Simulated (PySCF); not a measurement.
# Electron correlation in Br(3+) (bromine, charge +3)

[Ar] 3d10 4s2 4p2, high-spin 3P determinant. All numbers are calculated (PySCF 2.14, a scalar-relativistic core potential, in cc-pVTZ-PP with ECP10MDF). Frozen: 3s2 3p6 3d10; 4 electrons correlated.

MP2 pair energies summed by pair of shells (mhartree):

| pair | energy | share (%) |
| --- | --- | --- |
| 4s-4p | -37.86 | 63.1 |
| 4s-4s | -16.13 | 26.9 |
| 4p-4p | -5.97 | 10.0 |

Total MP2 correlation energy: -59.96 mhartree.

Same-spin part -9.67 and opposite-spin part -50.28 mhartree; SCS-MP2 scales them by 1/3 and 6/5 to -63.56 mhartree.

```json
{"level": "CCSD", "correlation energy (mhartree)": "-76.23"}
{"level": "(T)", "correlation energy (mhartree)": "-1.39"}
{"level": "CCSD(T)", "correlation energy (mhartree)": "-77.62"}
```

Diagnostics: T1 = 0.0056, D1 = 0.0149, largest double amplitude 0.091.

Cost of the coupled-cluster step: 0.31 s of wall time on 1 thread of Neoverse-V1 (shared host), for 4 correlated electrons.

Iterations:

```
CC2 = 0
CCSD nocc = (np.int64(3), np.int64(1)), nmo = (30, 30)
frozen orbitals [[0, 1, 2, 3, 4, 5, 6, 7, 8], [0, 1, 2, 3, 4, 5, 6, 7, 8]]
max_cycle = 100
direct = 0
conv_tol = 1e-08
conv_tol_normt = 1e-06
diis_space = 8
diis_start_cycle = 0
Init t2, MP2 energy = -0.0599577588883553
Init E_corr(UCCSD) = -0.0599577588984133
cycle = 1  E_corr(UCCSD) = -0.0718771726827175  dE = -0.0119194138  norm(t1,t2) = 0.0368839
cycle = 2  E_corr(UCCSD) = -0.0747915679828368  dE = -0.0029143953  norm(t1,t2) = 0.0126531
cycle = 3  E_corr(UCCSD) = -0.0762526285472233  dE = -0.00146106056  norm(t1,t2) = 0.00519189
cycle = 4  E_corr(UCCSD) = -0.0762301285447073  dE = 2.25000025e-05  norm(t1,t2) = 0.000710067
cycle = 5  E_corr(UCCSD) = -0.0762345697673869  dE = -4.44122268e-06  norm(t1,t2) = 8.11289e-05
cycle = 6  E_corr(UCCSD) = -0.0762337921518636  dE = 7.77615523e-07  norm(t1,t2) = 1.36946e-05
cycle = 7  E_corr(UCCSD) = -0.0762341074445324  dE = -3.15292669e-07  norm(t1,t2) = 1.39489e-06
cycle = 8  E_corr(UCCSD) = -0.0762340271218168  dE = 8.03227156e-08  norm(t1,t2) = 2.48057e-07
cycle = 9  E_corr(UCCSD) = -0.0762340316751299  dE = -4.55331316e-09  norm(t1,t2) = 4.27693e-08
UCCSD converged
E(UCCSD) = -413.1568733133398  E_corr = -0.07623403167512993
UCCSD(T) correction = -0.00139472076578052
```
